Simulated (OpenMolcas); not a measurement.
V2+ with its 6 nearest fluoride ions at 2.074 Å, on the Zn site of KZnF3 (a = 4.054 Å, distance in the model lattice 2.027 Å). The rest of the host is ab initio model potentials to 7.6 Å, with orthogonalisation functions on the cations behind the ligands, and point charges beyond; the distance is set by hand and nothing relaxes. Ligand basis ANO-RCC-VDZP.
```
V     0.0000    0.0000    0.0000
F     2.0740    0.0000    0.0000
F     0.0000    2.0740    0.0000
F    -2.0740    0.0000    0.0000
F     0.0000   -2.0740    0.0000
F     0.0000    0.0000    2.0740
F     0.0000    0.0000   -2.0740
```

```json
{
 "Program": "OpenMolcas 26.06",
 "Method": "SS-CASPT2, IPEA 0.25 Eh, imaginary shift 0.1 Eh (closed shells correlated: 3s 3p and the ligand valence shells)",
 "Basis": "ANO-RCC-VTZP [6s5p3d2f1g]",
 "Scalar Hamiltonian": "DKH2, point nucleus",
 "Active space": "3 electrons in 5 orbitals (3d)",
 "State averaging": "2S+1 = 4 even, 10 roots; 2S+1 = 2 even, 40 roots",
 "Spin-orbit coupling": "state interaction with AMFI integrals over the reference wave functions"
}
```

What is the spin-free ground state (labels of O, the rotations of Oh)?

4A2, 1-fold in its orbital part, 100 % from free-ion F terms; it has the highest spin that d3 allows.

Where is the first state of the same spin?

4T2 at 12100 cm-1 above the ground state.

What are the lowest two levels with spin-orbit coupling?

A 4-fold level Γ8, then a 2-fold level Γ7 12080 cm-1 above it. Their leading multiplicities are 4 (100 %) and 4 (100 %).

What is χT at 300 K, and how does it compare with the textbook value?

The lowest level has 2S+1 = 4, for which the spin-only value is χT = S(S+1) / 2 = 1.875 cm3 K/mol (g = 2). The computed 1.857 at 300 K differs by -0.018, through a little spin-orbit mixing out of the ground term, against the free-electron g of 2.0023, which raises it.

Roots that are degenerate in the reference are averaged as groups; the widest CASPT2 spread within a group is 110 cm-1 (the 2-fold group of multiplicity 2 near 26900 cm-1 above the lowest state of its run). Shifts and gaps below about the spread of the groups concerned are not significant. Over all roots computed the reference weight is 0.74 to 0.75; a low but even weight reflects the number of correlated electrons. Ligand-to-metal charge-transfer states are missing. These CASPT2 states fit no ligand-field parameters well, so their order and spin gaps are uncertain. With no ligand orbital active B as a rule stays too high, so bands that hang on it stand too high and its fall with covalency is understated. With one d shell and no ligand orbital active, 10Dq can be off by tens of per cent for divalent 3d ions, low with halides held by bare charges and at times high in hosts. Free-ion shares, where given, are those of the reference states; single-state CASPT2 does not remix them. No measured value stands beside these numbers; the geometry was set by hand and not optimised.
